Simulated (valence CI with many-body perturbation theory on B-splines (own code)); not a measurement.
# Ce⁵³⁺: E2, E3, M1, M2 decay

Method: relativistic CI+MBPT: three valence electrons over a frozen Dirac-Fock core [He], a basis of 11 s, 11 p, 10 d, 8 f, 5 g, 2 h functions for each j, with the one-electron correlation potential Σ1, the two-electron term Σ2, the three-electron term Σ3, Breit, model QED; selected CI, second order for the rest, scaled by the run's own slope (own B-spline code, finite nucleus).

No measured spectrum was set against this ion. As an estimate, large intervals hold to a few tenths of a per cent, small ones and those within an open d or f shell to about a per cent.

Lines 1 to 35 of 35 in falling wavelength, among levels below 8812.8 eV, chosen from the decays that carry over 1 % of a level's rate. Wavelengths and rates use the calculated energies. Electric multipoles are in the length gauge, E1 and E2 with the static RPA response of the core. Weak lines are less certain than strong ones. Lines between different terms over intervals too small for the method are left out, as are lines whose strength nearly cancels. The highest levels of a list are the least certain.

Levels are named by their leading jj configuration (3d3/2^4 stands for four electrons in 3d with j = 3/2), which in mixed levels can hold well under half, so a name can repeat and another be missing. Letters in brackets count levels of one name in rising energy.

```
λ vac (Å)                          Upper                       Lower  Type   A (s⁻¹)  Branch %
    28.46     (2s 2p1/2 2p3/2) J=3/2 [a]          (2s 2p1/2^2) J=1/2    M1  5.39e+08       6.7
    27.16         (2s 2p3/2 3d5/2) J=9/2      (2s 2p1/2 3d5/2) J=7/2    M1  5.23e+08       2.1
    25.26             (2s^2 2p3/2) J=3/2          (2s^2 2p1/2) J=1/2    M1  5.42e+08      26.8
    2.192             (2s^2 3p1/2) J=1/2          (2s^2 2p3/2) J=3/2    E2  6.86e+11      18.4
    2.180         (2s 2p3/2 3p3/2) J=7/2          (2s 2p3/2^2) J=3/2    E2  1.77e+10       2.1
    2.149         (2s 2p3/2 3p3/2) J=7/2          (2s 2p3/2^2) J=5/2    E2  2.22e+11      25.9
    2.145     (2s 2p3/2 3p3/2) J=1/2 [b]          (2s 2p3/2^2) J=3/2    E2  3.86e+11       7.2
    2.143         (2s 2p1/2 3p3/2) J=5/2      (2s 2p1/2 2p3/2) J=5/2    E2  1.88e+11       1.5
    2.137             (2s^2 3p3/2) J=3/2          (2s^2 2p3/2) J=3/2    E2  3.33e+11       3.5
    2.119         (2s 2p3/2 3d5/2) J=9/2          (2s 2p3/2^2) J=5/2    M2  1.15e+10      46.2
    2.119         (2s 2p3/2 3d5/2) J=9/2          (2s 2p3/2^2) J=5/2    E3  6.32e+08       2.5
    2.115     (2s 2p3/2 3p3/2) J=1/2 [b]          (2s 2p3/2^2) J=5/2    E2  1.40e+11       2.6
    1.986         (2s 2p3/2 3p3/2) J=7/2      (2s 2p1/2 2p3/2) J=5/2    E2  1.85e+11      21.5
    1.982         (2s 2p1/2 3p3/2) J=5/2          (2s 2p1/2^2) J=1/2    E2  3.74e+11       3.0
    1.975         (2s 2p3/2 3p3/2) J=7/2  (2s 2p1/2 2p3/2) J=3/2 [a]    E2  2.78e+11      32.4
    1.974     (2s 2p3/2 3p3/2) J=1/2 [b]  (2s 2p1/2 2p3/2) J=3/2 [b]    E2  3.95e+11       7.4
    1.970             (2s^2 3p3/2) J=3/2          (2s^2 2p1/2) J=1/2    E2  3.96e+11       4.1
    1.960         (2s 2p3/2 3d5/2) J=9/2      (2s 2p1/2 2p3/2) J=5/2    M2  3.10e+09      12.4
    1.960         (2s 2p3/2 3d5/2) J=9/2      (2s 2p1/2 2p3/2) J=5/2    E3  5.84e+08       2.3
    1.950         (2s 2p3/2 3d5/2) J=9/2  (2s 2p1/2 2p3/2) J=3/2 [a]    E3  1.09e+09       4.4
    1.923      (2p1/2 2p3/2 3d3/2) J=7/2  (2s 2p1/2 2p3/2) J=3/2 [b]    E2  7.03e+11      15.7
    1.916          (2p3/2^2 3d5/2) J=7/2          (2s 2p3/2^2) J=3/2    E2  8.18e+11      17.4
    1.910          (2p1/2^2 3d3/2) J=3/2          (2s 2p1/2^2) J=1/2    E2  1.90e+12       1.8
    1.907      (2p1/2 2p3/2 3d3/2) J=7/2      (2s 2p1/2 2p3/2) J=5/2    E2  9.65e+11      21.6
    1.901  (2p1/2 2p3/2 3d3/2) J=5/2 [a]  (2s 2p1/2 2p3/2) J=3/2 [a]    E2  9.16e+11       1.4
    1.901  (2p1/2 2p3/2 3d3/2) J=1/2 [a]  (2s 2p1/2 2p3/2) J=3/2 [a]    E2  1.74e+12       1.9
    1.897      (2p1/2 2p3/2 3d3/2) J=7/2  (2s 2p1/2 2p3/2) J=3/2 [a]    E2  2.48e+11       5.6
    1.896      (2p1/2 2p3/2 3d5/2) J=9/2      (2s 2p1/2 2p3/2) J=5/2    E2  1.99e+12      74.0
    1.892          (2p3/2^2 3d5/2) J=7/2          (2s 2p3/2^2) J=5/2    E2  1.13e+12      23.9
    1.892          (2p3/2^2 3d5/2) J=9/2          (2s 2p3/2^2) J=5/2    E2  2.00e+12      57.1
    1.891  (2p1/2 2p3/2 3d5/2) J=7/2 [a]  (2s 2p1/2 2p3/2) J=3/2 [a]    E2  1.71e+12       8.3
    1.593          (2p1/2^2 4f7/2) J=7/2       (2p1/2^2 2p3/2) J=3/2    E2  1.49e+12       1.3
    1.582         (2s 2p1/2 4f7/2) J=9/2      (2s 2p1/2 2p3/2) J=5/2    E2  1.47e+12       1.2
    1.578             (2s^2 4f7/2) J=7/2          (2s^2 2p3/2) J=3/2    E2  1.49e+12       1.2
    1.494         (2s 2p1/2 4f5/2) J=3/2          (2s 2p1/2^2) J=1/2    E2  1.49e+12       1.2
```
